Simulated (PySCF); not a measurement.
HCl4Si2 (SMILES Cl[Si](Cl)[SiH](Cl)Cl), doublet, at a GFN2-xTB geometry, with bond 3-2 at 2.4 times its length; CASSCF(5,6)/STO-3G in PySCF.

PySCF was given this input:
```python
from pyscf import gto, scf, mcscf
import numpy

mol = gto.Mole()
mol.atom = '''
    Cl    1.928971   -1.709400   -0.692889
    Si    1.074185   -0.103073    0.222336
    Cl    3.668095    3.784939   -1.208613
    Si   -1.174505    0.100737   -0.280832
    Cl   -2.069656   -1.546377    0.479912
    Cl   -1.829152    1.726304    0.730642
    H    -1.742981    0.245919   -1.625179
'''
mol.basis = 'sto-3g'
mol.charge = 0
mol.spin = 1
mol.verbose = 4
mol.build()

mf = scf.ROHF(mol)
mf.kernel()
mc = mcscf.CASSCF(mf, 6, 5)
mc.fix_spin_(ss=0.75)
mc = mc.newton()
mc.kernel()
occ = numpy.linalg.eigvalsh(mc.fcisolver.make_rdm1(mc.ci, mc.ncas, mc.nelecas))[::-1]
ss = mc.fcisolver.spin_square(mc.ci, mc.ncas, mc.nelecas)[0]
print('natural occupations', occ.round(4), ' <S^2>', round(ss, 4))
```

Output, abridged:

```
PySCF version 2.14.0

[INPUT] verbose = 4
[INPUT] num. atoms = 7
[INPUT] num. electrons = 97
[INPUT] charge = 0
[INPUT] spin (= nelec alpha-beta = 2S) = 1
[INPUT] symmetry False subgroup None
[INPUT] Mole.unit = angstrom
[INPUT] Symbol           X                Y                Z      unit          X                Y                Z       unit  Magmom
[...]
nuclear repulsion = 584.355071624625
number of shells = 31
number of NR pGTOs = 165
number of NR cGTOs = 55
basis = sto-3g
ecp = {}

******** <class 'pyscf.scf.rohf.ROHF'> ********
method = ROHF
initial guess = minao
damping factor = 0
level_shift factor = 0
DIIS = <class 'pyscf.scf.diis.CDIIS'>
diis_start_cycle = 1
diis_space = 8
diis_damp = 0
SCF conv_tol = 1e-09
SCF conv_tol_grad = None
SCF max_cycles = 50
direct_scf = True
direct_scf_tol = 1e-13
num. doubly occ = 48  num. singly occ = 1
Set gradient conv threshold to 3.16228e-05
init E= -2388.71409582726
[...]
cycle= 1 E= -2389.86001119436  delta_E= -1.15  |g|= 0.45  |ddm|= 2.24

WARN: HOMO -0.0605102751073583 >= LUMO -0.0602574855841887

cycle= 2 E= -2388.35687725412  delta_E=  1.5  |g|= 0.634  |ddm|= 3.09
[...]
cycle= 3 E= -2389.96505473848  delta_E= -1.61  |g|= 0.223  |ddm|= 3.02
[...]
cycle= 4 E= -2389.98704600565  delta_E= -0.022  |g|= 0.145  |ddm|= 0.23

WARN: HOMO -0.026711320425729 >= LUMO -0.130120337253886

cycle= 5 E= -2389.59921773003  delta_E= 0.388  |g|= 0.333  |ddm|= 2.44
[...]
cycle= 6 E= -2390.18308833443  delta_E= -0.584  |g|= 0.0906  |ddm|= 1.71
[...]
cycle= 7 E= -2390.183229963  delta_E= -0.000142  |g|= 0.0919  |ddm|= 0.0297
[...]
cycle= 8 E= -2390.18446617048  delta_E= -0.00124  |g|= 0.0849  |ddm|= 0.0684
[...]
cycle= 9 E= -2390.18621380352  delta_E= -0.00175  |g|= 0.0666  |ddm|= 0.0399
[...]
cycle= 10 E= -2390.18840041438  delta_E= -0.00219  |g|= 0.0309  |ddm|= 0.102
[...]
cycle= 11 E= -2390.18639672047  delta_E= 0.002  |g|= 0.0242  |ddm|= 0.25
[...]
cycle= 12 E= -2390.18914908344  delta_E= -0.00275  |g|= 0.00311  |ddm|= 0.19
[...]
cycle= 13 E= -2390.18915434805  delta_E= -5.26e-06  |g|= 0.00149  |ddm|= 0.0243
[...]
cycle= 14 E= -2390.18916379124  delta_E= -9.44e-06  |g|= 0.000393  |ddm|= 0.0145
[...]
cycle= 15 E= -2390.18916426123  delta_E= -4.7e-07  |g|= 0.000203  |ddm|= 0.00238
[...]
cycle= 16 E= -2390.18916431122  delta_E= -5e-08  |g|= 0.000151  |ddm|= 0.00195
[...]
cycle= 17 E= -2390.18916439385  delta_E= -8.26e-08  |g|= 8.36e-05  |ddm|= 0.00162
[...]
cycle= 18 E= -2390.18916442443  delta_E= -3.06e-08  |g|= 5.66e-05  |ddm|= 0.000476
[...]
cycle= 19 E= -2390.18916444549  delta_E= -2.11e-08  |g|= 4.66e-05  |ddm|= 0.000723
[...]
cycle= 20 E= -2390.18916446  delta_E= -1.45e-08  |g|= 3.43e-05  |ddm|= 0.00033
[...]
cycle= 21 E= -2390.18916446986  delta_E= -9.86e-09  |g|= 3.38e-05  |ddm|= 0.000236
[...]
cycle= 22 E= -2390.18916449571  delta_E= -2.58e-08  |g|= 3.36e-05  |ddm|= 0.000621
[...]
cycle= 23 E= -2390.18916460804  delta_E= -1.12e-07  |g|= 3.24e-05  |ddm|= 0.00277
[...]
cycle= 24 E= -2390.18916495994  delta_E= -3.52e-07  |g|= 2.82e-05  |ddm|= 0.00978
[...]
cycle= 25 E= -2390.18916546642  delta_E= -5.06e-07  |g|= 1.94e-05  |ddm|= 0.0201
[...]
cycle= 26 E= -2390.18916565558  delta_E= -1.89e-07  |g|= 1.41e-05  |ddm|= 0.015
[...]
cycle= 27 E= -2390.18916567944  delta_E= -2.39e-08  |g|= 7.05e-06  |ddm|= 0.00409
[...]
cycle= 28 E= -2390.18916569064  delta_E= -1.12e-08  |g|= 8.97e-06  |ddm|= 0.00402
[...]
cycle= 29 E= -2390.18916569194  delta_E= -1.29e-09  |g|= 5.65e-06  |ddm|= 0.00104
[...]
cycle= 30 E= -2390.18916569225  delta_E= -3.13e-10  |g|= 3.1e-06  |ddm|= 0.000326
[...]
Extra cycle  E= -2390.18916569209  delta_E= 1.58e-10  |g|= 7.68e-06  |ddm|= 7.01e-05
converged SCF energy = -2390.18916569209

******** <class 'pyscf.mcscf.newton_casscf.CASSCF'> ********
CAS (3e+2e, 6o), ncore = 46, nvir = 3
max_cycle_macro = 50
max_cycle_micro = 10
conv_tol = 1e-07
conv_tol_grad = None
orbital rotation max_stepsize = 0.03
augmented hessian ah_max_cycle = 30
augmented hessian ah_conv_tol = 1e-12
augmented hessian ah_linear dependence = 1e-14
augmented hessian ah_level shift = 1e-08
augmented hessian ah_start_tol = 500
augmented hessian ah_start_cycle = 3
augmented hessian ah_grad_trust_region = 3
kf_trust_region = 3
kf_interval = 5
natorb = False
canonicalization = True
internal_rotation = False
******** <class 'pyscf.fci.addons.SpinPenaltyFCISolver'> ********
max. cycles = 50
conv_tol = 1e-08
davidson only = True
linear dependence = 1e-12
level shift = 0.001
max iter space = 12
nroots = 1
pspace_size = 400
spin = None

WARN: SO-CASSCF (Second order CASSCF) is an experimental feature. Its performance is bad for large systems.

CASCI E = -2390.19778275136  dE = -2390.1978  S^2 = 0.7500000
Set conv_tol_grad to 0.000316228
macro 1 (19 JK  14 micro), CASSCF E = -2390.20557913495  dE = -0.007796  |grad|=0.0977  S^2 = 0.7500000
macro 2 (22 JK  17 micro), CASSCF E = -2390.2124182706  dE = -0.006839  |grad|=0.0294  S^2 = 0.7500000
macro 3 (11 JK  7 micro), CASSCF E = -2390.2175378685  dE = -0.00512  |grad|=0.0178  S^2 = 0.7500000
macro 4 (11 JK  7 micro), CASSCF E = -2390.21958126987  dE = -0.002043  |grad|=0.00604  S^2 = 0.7500000
macro 5 (11 JK  6 micro), CASSCF E = -2390.21979070626  dE = -0.0002094  |grad|=0.00115  S^2 = 0.7500000
macro 6 (7 JK  3 micro), CASSCF E = -2390.21985844759  dE = -6.774e-05  |grad|=0.000908  S^2 = 0.7500000
macro 7 (10 JK  6 micro), CASSCF E = -2390.21985915572  dE = -7.081e-07  |grad|=0.000117  S^2 = 0.7500000
macro 8 (1 JK  0 micro), CASSCF E = -2390.21985915573  dE = -1.364e-12  |grad|=1.07e-05  S^2 = 0.7500000
newton CASSCF converged in 8 macro (18 KF 74 Hx) steps
CASSCF canonicalization
Density matrix diagonal elements [1.96810902 1.94297105 1.00000003 0.05188105 0.01437154 0.02266732]
CASSCF energy = -2390.21985915573
CASCI E = -2390.21985915573  E(CI) = -4.82656521072795  S^2 = 0.7500000
natural occupations [1.9788 1.933  1.     0.0519 0.0295 0.0068]  <S^2> 0.75
```
